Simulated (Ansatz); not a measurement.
Clusters of 4 atoms, II-VI: r2SCAN-D4/def2-TZVPD single points in Ansatz on relaxed structures, gas phase. Each cluster is the lowest isomer that a short search found in that spin, judged at the geometry's level, and lower ones may exist. Core potentials for Ba, Sr, Te, no spin–orbit coupling. HOMO and LUMO are taken over both spins. Binding counts from free atoms in the multiplicity of their measured ground term, without zero-point energy. Singlets are spin-restricted. The spins of the ions were chosen, not always searched. A dash marks a value that wasn't run or was left out as unsound. The structures are stationary points that may keep the symmetry of their start. Remarks come from the PBE and PBE0 runs and from stability tests at other levels; not every state was tested. A HOMO above zero means that the electron is unbound at that level and held by the basis, or that self-interaction error raises the level; the energy of removing that electron tells which. HOMO above LUMO (over both spins in singlets and doublets, within one spin in higher multiplets; at PBE or PBE0), or a gap under 0.15 eV within one spin, warns that the state may not be the lowest or that an electron is smeared out.

```
species  atoms    state              geometry  HOMO (eV)  LUMO (eV)  gap (eV)  vertical EA (eV)  binding per atom (eV)  lowest of the spins relaxed  point group (within 0.1 Å)                                                                                   remarks
  Ba2O2      4  singlet     PBE0-D4/def2-TZVP      -3.74      -0.71      3.04              0.05                   3.93                            –                         D2h   HOMO above zero (-1 doublet), gap within one spin near zero at PBE or PBE0 (-1 doublet)
  Mg2O2      4  singlet     PBE0-D4/def2-TZVP      -4.61      -2.66      1.95              1.32                   2.81                            –                         D2h                                                              HOMO above zero (-1 doublet)
 Be2Te2      4  singlet     PBE0-D4/def2-TZVP      -5.50      -3.31      2.19              1.72                   2.53                            –                         D2h      HOMO above zero (-1 doublet), gap within one spin near zero at PBE or PBE0 (quintet)
 Mg2Se2      4  singlet    r2SCAN-D4/def2-SVP      -5.20      -3.05      2.15              1.69                   2.29                            –                         D2h                                                              HOMO above zero (-1 doublet)
  Ca2O2      4  singlet     PBE0-D4/def2-TZVP      -3.74      -1.09      2.65              0.30                   3.71                            –                         D2h                                                              HOMO above zero (-1 doublet)
Be2Te2⁻      4  doublet    PBE0-D4/def2-TZVPD       0.11          –         –                 –                      –  doublet, of doublet/quartet                         D2h                                 HOMO above zero at PBE or PBE0, HOMO above zero (quartet)
 Zn2Se2      4  singlet     B3LYP-D4/def2-SVP      -5.65      -3.76      1.89              1.96                   1.80                            –                         D2h      HOMO above zero (-1 doublet), gap within one spin near zero at PBE or PBE0 (quintet)
 Ca2Se2      4  singlet      PBE0-D4/def2-SVP      -4.56      -1.79      2.77              0.91                   3.00                            –                         D2h      HOMO above zero (-1 doublet), gap within one spin near zero at PBE or PBE0 (quintet)
 Sr2O2⁻      4  doublet  r2SCAN-D4/def2-TZVPD       0.87          –         –                 –                      –  doublet, of doublet/quartet                         D2h  HOMO above zero at PBE or PBE0, gap within one spin near zero, HOMO above zero (quartet)
```

The gap (eV) runs from 1.89 (Zn2Se2) to 3.04 (Ba2O2). The vertical EA (eV) runs from 0.05 (Ba2O2) to 1.96 (Zn2Se2).
